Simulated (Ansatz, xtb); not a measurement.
**Relative energy of two isomers of C7H7Br**

Structure a: `Cc1ccccc1Br`, a singlet. Structure b: `Cc1cccc(Br)c1`, a singlet. Both are isolated molecules in the gas phase, relaxed with B3LYP-D3(BJ)/def2-SVP.

Quicker runs give these differences E(b) − E(a): GFN2-xTB +0.16 kcal/mol; HF/STO-3G −0.41 kcal/mol (at GFN2-xTB geometries); r2SCAN-D4/def2-SVP +0.80 kcal/mol (at GFN2-xTB geometries).

Q: Estimate E(b) − E(a) at the level CCSD(T)/def2-SVP + ΔMP2/def2-TZVPP.

A: CCSD(T)/def2-SVP + ΔMP2/def2-TZVPP gives E(b) − E(a) = +0.67 kcal/mol, slightly favouring structure a, which is too small a margin to settle the true order.

Level by level:

```tsv
level	geometry	E(b) − E(a) (kcal/mol)	departure from the last row (kcal/mol)	job, with rough time for the two
GFN2-xTB	GFN2-xTB	+0.16	−0.51	optimisation, 0.12 s
HF/STO-3G	GFN2-xTB	−0.41	−1.09	single point, 0.94 s
r2SCAN-D4/def2-SVP	GFN2-xTB	+0.80	+0.13	single point, 11 s
B3LYP-D3(BJ)/def2-SVP	B3LYP-D3(BJ)/def2-SVP	+0.80	+0.12	optimisation, 68 s
HF/def2-SVP	B3LYP-D3(BJ)/def2-SVP	−0.31	−0.99	part of the CCSD(T) run
MP2/def2-SVP	B3LYP-D3(BJ)/def2-SVP	+0.70	+0.03	part of the CCSD(T) run
CCSD(T)/def2-SVP	B3LYP-D3(BJ)/def2-SVP	+0.50	−0.17	single point
CCSD(T)/def2-SVP + ΔMP2/def2-TZVPP	B3LYP-D3(BJ)/def2-SVP	+0.67		single point, 5.9 min
```

As drawn, both hold the same kinds of bond in the same numbers.

The largest departure from CCSD(T)/def2-SVP + ΔMP2/def2-TZVPP is that of HF/STO-3G, 1.09 kcal/mol. The last row adds to CCSD(T) the change of the MP2 difference between the two basis sets, here +0.17 kcal/mol.

With thermal terms from frequencies at re-optimised GFN2-xTB minima (ideal gas, soft modes damped towards free rotors, one conformer each, 298.15 K, 1 atm): the zero-point term adds −0.19 kcal/mol; ΔH is +0.67 and ΔG −0.14 kcal/mol.

The correlated steps freeze 16 core orbitals; the filled d shell of Br is correlated, in a basis made for valence electrons. Programs: Ansatz 0.2.0, xtb 6.7.1; the last row on 2 threads of Arm Neoverse V2 on a shared host.
